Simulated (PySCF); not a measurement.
PySCF input for C₃H₇BFN, SMILES CB(/C=C\F)N, PBE0/pcSseg-1. The structure is a stationary point at ωB97X-D3(BJ)/def2-SVP. The structure was generated by enumeration; whether it is a known compound was not checked. The values are those of a single conformer.

```python
import numpy as np
from pyscf import gto, scf, dft
from pyscf.prop.nmr import rks as nmr

mol = gto.M(
    atom='''
    C    -0.47688845   -2.39248015    0.00000000
    B     0.05191684   -0.89581183   -0.00000000
    N     1.42660389   -0.62074393    0.00000000
    C    -1.00097078    0.28559162   -0.00000000
    C    -0.74181054    1.59168555   -0.00000000
    F     0.51188208    2.08744982    0.00000000
    H    -1.11651969   -2.57110269    0.88212636
    H    -1.11651969   -2.57110269   -0.88212636
    H     0.32278714   -3.15065677   -0.00000000
    H     1.79949989    0.31986966   -0.00000000
    H     2.12536033   -1.35275953   -0.00000000
    H    -2.07159082    0.04988954    0.00000000
    H    -1.47774874    2.40429868    0.00000001
    ''',
    basis='pcSseg-1',
    charge=0,
    spin=0,
    max_memory=1600,
    verbose=3,
)
mf = dft.RKS(mol, xc='pbe0')
mf.grids.level = 3
mf.conv_tol = 1e-10
mf.max_cycle = 100
mf.kernel()
n = nmr.NMR(mf)
n.verbose = 2
n.max_cycle_cphf = 60
sigma = n.kernel()
print('atom   isotropic/ppm   span/ppm')
for i, s in enumerate(sigma):
    w = np.linalg.eigvalsh((s + s.T) / 2)
    print(f'{mol.atom_symbol(i):2s}{i + 1:3d} {w.mean():14.3f} {w[2] - w[0]:11.3f}')
```

Program output:

```
converged SCF energy = -297.648939207934
atom   isotropic/ppm   span/ppm
C   1        177.153      22.258
B   2         62.545      89.951
N   3        154.088     137.761
C   4         70.079     208.578
C   5         15.871     152.038
F   6        270.264     259.731
H   7         30.730       9.143
H   8         30.730       9.143
H   9         31.188       9.518
H  10         26.456      14.156
H  11         27.444      11.274
H  12         26.351       5.344
H  13         24.340       6.055
```

The calculation finished and met its thresholds.

Cost: around 30 core-seconds (rough).
